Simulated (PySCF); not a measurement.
The second ionisation energy along group 13

All values are computed (PySCF 2.14, energy differences of UHF-based or UKS calculations, no spin-orbit coupling). Values in eV. The last column holds reference values (NIST; (s) semi-empirical, (t) theoretical, else measured). Unmarked ones compare directly (S terms, centres of terms, or small fine structure); those marked * lie between the lowest fine-structure levels and include a spin-orbit shift.

| element | configurations | LDA | PBE | PBE0 | r2SCAN | SCS-MP2 (valence) | CCSD(T) (valence) | reference |
| --- | --- | --- | --- | --- | --- | --- | --- | --- |
| B (dyall-av2z, non-relativistic) | [He] 2s2 → [He] 2s1 | 24.548 | 24.614 | 24.567 | 24.250 | 24.591 | 25.084 | 25.155 |
| Al (dyall-av2z, non-relativistic) | [Ne] 3s2 → [Ne] 3s1 | 18.896 | 18.764 | 18.656 | 18.371 | 18.361 | 18.579 | 18.829 |
| Ga (dyall-av2z, non-relativistic) | [Ar] 3d10 4s2 → [Ar] 3d10 4s1 | 20.796 | 20.429 | 20.094 | 20.150 | 19.263 | 19.447 | 20.515 |
| In (dyall-av2z, non-relativistic) | [Kr] 4d10 5s2 → [Kr] 4d10 5s1 | 18.534 | 18.124 | 17.828 | 17.822 | 17.000 | 17.179 | 18.870 |

| method | elements | mean error (eV) | mean absolute error (eV) | largest error (eV) |
| --- | --- | --- | --- | --- |
| LDA | 4 | -0.149 | 0.323 | -0.607 |
| PBE | 4 | -0.359 | 0.359 | -0.746 |
| PBE0 | 4 | -0.556 | 0.556 | -1.043 |
| r2SCAN | 4 | -0.694 | 0.694 | -1.049 |
| SCS-MP2 (valence) | 4 | -1.038 | 1.038 | -1.870 |
| CCSD(T) (valence) | 4 | -0.770 | 0.770 | -1.691 |

Errors include the incompleteness of the basis and the frozen core.

"Valence" correlates the outer s and p shells and, in groups 3 to 12 and the f block, the outer d or f shell, open or full, or the next shell where the ion has no valence electron left; the wider scheme adds the next inner shell.
